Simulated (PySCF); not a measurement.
**Cd⁺ (cadmium, charge +1) across methods**

[Kr] 4d10 5p1, 2P determinant (an excited configuration). Calculation: PySCF 2.14, in x2c-TZVPPall (8s6p6d2f1g, 79 functions); scalar relativity by spin-free X2C-1e. The B2PLYP total includes its PT2 part (frozen core); its orbital energies are those of the SCF part.

```json
{"method": "r2SCAN", "E (hartree)": "-5593.43", "mean ε 4d α (eV)": "-22.457", "mean ε 4d β (eV)": "-22.357", "mean ε 5p α (eV)": "-8.826", "Σ⟨r²⟩ (bohr²)": "43.13", "⟨S²⟩": "0.753"}
{"method": "B2PLYP", "E (hartree)": "-5592.88", "mean ε 4d α (eV)": "-26.380", "mean ε 4d β (eV)": "-26.304", "mean ε 5p α (eV)": "-9.707", "Σ⟨r²⟩ (bohr²)": "43.75", "⟨S²⟩": "0.752"}
{"method": "PBE", "E (hartree)": "-5593.01", "mean ε 4d α (eV)": "-22.093", "mean ε 4d β (eV)": "-21.974", "mean ε 5p α (eV)": "-8.706", "Σ⟨r²⟩ (bohr²)": "43.25", "⟨S²⟩": "0.751"}
{"method": "HSE06", "E (hartree)": "-5593.03", "mean ε 4d α (eV)": "-23.877", "mean ε 4d β (eV)": "-23.772", "mean ε 5p α (eV)": "-8.921", "Σ⟨r²⟩ (bohr²)": "43.34", "⟨S²⟩": "0.752"}
{"method": "TPSSh", "E (hartree)": "-5593.21", "mean ε 4d α (eV)": "-22.940", "mean ε 4d β (eV)": "-22.826", "mean ε 5p α (eV)": "-8.864", "Σ⟨r²⟩ (bohr²)": "43.28", "⟨S²⟩": "0.752"}
{"method": "LDA", "E (hartree)": "-5587.74", "mean ε 4d α (eV)": "-22.318", "mean ε 4d β (eV)": "-22.201", "mean ε 5p α (eV)": "-8.802", "Σ⟨r²⟩ (bohr²)": "43.02", "⟨S²⟩": "0.751"}
{"method": "BP86", "E (hartree)": "-5594.08", "mean ε 4d α (eV)": "-22.193", "mean ε 4d β (eV)": "-22.083", "mean ε 5p α (eV)": "-8.836", "Σ⟨r²⟩ (bohr²)": "43.11", "⟨S²⟩": "0.751"}
{"method": "PBE0", "E (hartree)": "-5593.09", "mean ε 4d α (eV)": "-24.299", "mean ε 4d β (eV)": "-24.194", "mean ε 5p α (eV)": "-9.276", "Σ⟨r²⟩ (bohr²)": "43.34", "⟨S²⟩": "0.752"}
```

**Question.** Estimate the same row for UHF.

**Answer.** E (hartree) = -5590.85399; mean ε 4d α (eV) = -29.958; mean ε 4d β (eV) = -29.906; mean ε 5p α (eV) = -10.469; Σ⟨r²⟩ (bohr²) = 44.60; ⟨S²⟩ = 0.753.
